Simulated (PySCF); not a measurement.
A side-by-side comparison of computed properties.

First species: C₆H₁₀NP₃.
SMILES: `Cc1pcpc(N(C)C)p1`

Second species: C₄H₆FN.
SMILES: `C[C@@H](F)CC#N`

Levels: PBE0/pcSseg-1 for dipole moment, HOMO energy, LUMO energy and HOMO–LUMO gap; GFN2-xTB for rotational constant A and rotational constant C. Geometries: GFN2-xTB. Each structure is a single optimised conformer of the isolated species, non-relativistic unless stated. Electronic properties by PySCF.

The conformers computed, where there is a choice (atom-mapped SMILES and torsion angles):
- `[CH3:1][c:2]1[p:3][cH:4][p:5][c:6]([N:7]([CH3:8])[CH3:9])[p:10]1`: P5–C6–N7–C8 179°
- `[CH3:1][C@@H:2]([F:3])[CH2:4][C:5]#[N:6]`: C1–C2–C4–C5 65°

Values for the first species:

| Quantity | Value |
| --- | --- |
| Dipole moment | 3.49 D |
| HOMO energy | -5.86 eV |
| LUMO energy | -2.02 eV |
| HOMO–LUMO gap | 3.84 eV |
| Rotational constant A | 1.424 GHz |
| Rotational constant C | 0.464 GHz |

(1) Estimate the same properties for the second species, and the change in each.

## Answers

(1) 
```json
{"property": "dipole moment", "first": "3.49 D", "second": "2.10 D", "second less first": "-1.39 D"}
{"property": "HOMO energy", "first": "-5.86 eV", "second": "-9.51 eV", "second less first": "-3.65 eV"}
{"property": "LUMO energy", "first": "-2.02 eV", "second": "0.55 eV", "second less first": "+2.57 eV"}
{"property": "HOMO–LUMO gap", "first": "3.84 eV", "second": "10.06 eV", "second less first": "+6.22 eV"}
{"property": "rotational constant A", "first": "1.424 GHz", "second": "7.778 GHz", "second less first": "+6.354 GHz"}
{"property": "rotational constant C", "first": "0.464 GHz", "second": "1.793 GHz", "second less first": "+1.329 GHz"}
```

On the first: In atomic units the dipole is 1.37 e·bohr (1 au = 2.5417 D).

On the second: The dipole matches unit charges of opposite sign 0.44 Å apart (1 e·Å = 4.8032 D). A dipole of 2.10 D is allowed in C1, and pure rotational transitions are dipole-allowed.
